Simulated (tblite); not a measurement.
C₃H₁₂GeN₂.
Numbering: `[CH3:1][CH2:2][CH2:3][NH:4][NH:5][GeH3:6]` (hydrogens: H7, H8, H9 on C1; H10, H11 on C2; H12, H13 on C3; H14 on N4; H15 on N5; H16, H17, H18 on Ge6)

Computed with GFN2-xTB (tblite), gas phase: L-BFGS steps from a force-field or distance-geometry start until the largest atomic force falls under 0.01 eV/Å.

The end geometry, which sets the zero of energy:
```
atom  x, y, z in Å
C1     -2.7176   -0.4604   -0.0736
C2     -1.2370   -0.1953   -0.3086
C3     -0.6535    0.7350    0.7511
N4      0.7490    1.0001    0.4693
N5      1.5566   -0.1450    0.7097
Ge6     2.8825   -0.4051   -0.4906
H7     -2.8734   -0.9186    0.9012
H8     -3.1095   -1.1311   -0.8341
H9     -3.2845    0.4678   -0.1102
H10    -1.0860    0.2630   -1.2868
H11    -0.6820   -1.1346   -0.2911
H12    -0.7893    0.2860    1.7501
H13    -1.1780    1.6938    0.7303
H14     1.0678    1.7895    1.0323
H15     1.6796   -0.3584    1.6964
H16     3.5404   -1.6913   -0.1083
H17     2.2081   -0.4785   -1.8140
H18     3.9181    0.6895   -0.5289
```

**Question.** These geometries come from the run, each turned onto the end geometry. Order them by energy, lowest first.
A.
```
atom  x, y, z in Å
C1     -2.7343   -0.4630   -0.0578
C2     -1.2597   -0.1816   -0.3115
C3     -0.6529    0.7361    0.7472
N4      0.7488    0.9803    0.4415
N5      1.5458   -0.1712    0.6912
Ge6     2.9036   -0.4008   -0.4820
H7     -2.8817   -0.8783    0.9372
H8     -3.1085   -1.1733   -0.7896
H9     -3.3186    0.4501   -0.1371
H10    -1.1291    0.2900   -1.2869
H11    -0.6992   -1.1180   -0.3168
H12    -0.7753    0.2761    1.7439
H13    -1.1613    1.7045    0.7431
H14     1.0887    1.7775    0.9818
H15     1.6605   -0.3804    1.6812
H16     3.5650   -1.6883   -0.1107
H17     2.2617   -0.4501   -1.8215
H18     3.9376    0.6969   -0.4589
```
B.
```
atom  x, y, z in Å
C1     -2.8064   -0.4266    0.1018
C2     -1.3755   -0.2058   -0.3773
C3     -0.6440    0.7190    0.5984
N4      0.7625    0.8750    0.2665
N5      1.5039   -0.3160    0.5249
Ge6     3.0815   -0.3265   -0.3812
H7     -2.8068   -0.7983    1.1260
H8     -3.3007   -1.1657   -0.5211
H9     -3.3761    0.5035    0.0683
H10    -1.3711    0.2376   -1.3792
H11    -0.8548   -1.1648   -0.4183
H12    -0.7802    0.3175    1.6226
H13    -1.0928    1.7133    0.5515
H14     1.1494    1.6685    0.7946
H15     1.4821   -0.5979    1.5112
H16     3.7179   -1.6523   -0.0884
H17     2.6806   -0.1759   -1.8052
H18     4.0218    0.8017   -0.0009
```
C.
```
atom  x, y, z in Å
C1     -2.7696   -0.4481   -0.0039
C2     -1.3026   -0.1997   -0.3364
C3     -0.6428    0.7215    0.6890
N4      0.7609    0.9122    0.3704
N5      1.5396   -0.2375    0.6731
Ge6     2.9751   -0.3818   -0.4306
H7     -2.8694   -0.8719    0.9937
H8     -3.2223   -1.1399   -0.7134
H9     -3.3395    0.4785   -0.0293
H10    -1.2037    0.2579   -1.3213
H11    -0.7605   -1.1464   -0.3563
H12    -0.7821    0.2949    1.6983
H13    -1.1158    1.7069    0.6643
H14     1.1218    1.7347    0.8510
H15     1.6045   -0.4261    1.6727
H16     3.6409   -1.6868   -0.1438
H17     2.4021   -0.3329   -1.8046
H18     3.9548    0.7708   -0.2788
```
D.
```
atom  x, y, z in Å
C1     -2.7574   -0.4565   -0.0291
C2     -1.2862   -0.1869   -0.3230
C3     -0.6467    0.7296    0.7181
N4      0.7557    0.9456    0.3975
N5      1.5343   -0.2154    0.6712
Ge6     2.9440   -0.3889   -0.4560
H7     -2.8739   -0.8626    0.9729
H8     -3.1558   -1.1710   -0.7444
H9     -3.3408    0.4609   -0.0952
H10    -1.1816    0.2755   -1.3060
H11    -0.7232   -1.1213   -0.3406
H12    -0.7699    0.2876    1.7224
H13    -1.1405    1.7036    0.7133
H14     1.1122    1.7486    0.9202
H15     1.6250   -0.4050    1.6679
H16     3.6022   -1.6863   -0.1128
H17     2.3384   -0.3772   -1.8131
H18     3.9554    0.7263   -0.3691
```
E.
```
atom  x, y, z in Å
C1     -2.8140   -0.4110    0.4077
C2     -1.5176   -0.1971   -0.3651
C3     -0.5792    0.6997    0.4419
N4      0.6402    0.9233   -0.2986
N5      1.4267   -0.2848   -0.3579
Ge6     3.2025   -0.2479   -0.0562
H7     -2.5860   -0.6492    1.4485
H8     -3.3929   -1.2288   -0.0155
H9     -3.4140    0.4977    0.3957
H10    -1.6870    0.2629   -1.3407
H11    -1.0281   -1.1552   -0.5559
H12    -0.3869    0.2217    1.4251
H13    -1.0571    1.6640    0.6418
H14     1.1825    1.6520    0.1634
H15     0.9682   -0.9992    0.1948
H16     3.6202   -1.6788    0.0764
H17     3.8796    0.4111   -1.2063
H18     3.5340    0.5260    1.1950
```

**Answer.** A (0.003 eV), D (0.008 eV), C (0.017 eV), B (0.042 eV), E (0.267 eV).

In the order of the answer:

| step | E above end (eV) | largest force (eV/Å) | rms force component (eV/Å) | rms distance from end (Å) | rms bond change (Å) | bond most changed (Å) |
| --- | --- | --- | --- | --- | --- | --- |
| 103 | 0.003 | 0.06 | 0.019 | 0.042 | 0.001 | N5–Ge6 +0.002 |
| 95 | 0.008 | 0.11 | 0.029 | 0.091 | 0.002 | N5–Ge6 +0.006 |
| 89 | 0.017 | 0.17 | 0.048 | 0.136 | 0.004 | Ge6–H18 +0.013 |
| 85 | 0.042 | 0.24 | 0.075 | 0.295 | 0.006 | N5–Ge6 +0.012 |
| 8 | 0.267 | 0.28 | 0.073 | 0.942 | 0.006 | N4–N5 +0.021 |

What follows is the cost of the whole relaxation. On one thread, Arm Neoverse V1 (aarch64), shared host, this took 0.7 s of wall time.
